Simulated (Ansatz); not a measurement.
C2H4F2Sn, relaxed with RKS PBE-D4/def2-SVP in the Gaussian-basis code of Ansatz from a rough embedded geometry. The force threshold is 0.03 eV/Å; the program also tests the step.

Total charge 0; spin multiplicity 1. Sn: def2 effective core potential. The bonds changed during the relaxation, so this is another structure than the one it started from.

Start:

```xyz
9

F    -0.294   -1.194   -1.612
C     0.372   -0.280   -0.742
F     1.476    0.375   -1.272
C     0.546   -0.763    0.604
Sn   -0.870    0.938    0.526
H     0.094   -1.701    0.906
H     1.520   -0.445    1.077
H    -0.258    2.528    0.407
H    -2.587    0.542    0.106
```

```csv
step,energy (eV),largest force (eV/Å),largest move (Å)
1,-13387.8250,1.809,0.000
2,-13388.0225,1.894,0.197
3,-13388.2403,0.929,0.173
4,-13388.3214,0.482,0.196
5,-13388.3373,0.255,0.166
6,-13388.3569,0.212,0.075
7,-13388.3618,0.244,0.055
8,-13388.3776,0.255,0.066
9,-13388.4568,0.660,0.195
10,-13388.5990,0.782,0.196
11,-13388.7376,1.349,0.195
12,-13388.8334,0.937,0.115
13,-13388.8694,1.508,0.154
14,-13388.9051,0.508,0.096
15,-13388.9114,0.343,0.068
16,-13388.9172,0.174,0.037
17,-13388.9202,0.010,0.015
```

End:

```xyz
9

F     0.104   -1.447   -1.762
C     0.742   -0.680   -0.905
F     1.705   -0.008   -1.500
C     0.490   -0.641    0.425
Sn   -1.257    1.441   -0.233
H    -0.270   -1.307    0.849
H     1.138   -0.046    1.079
H    -0.365    2.194    1.142
H    -2.287    0.493    0.904
```

Hardware: 4 threads of an Arm Neoverse V1 on a shared host. Wall time 20 s, peak host memory 0.14 GiB.
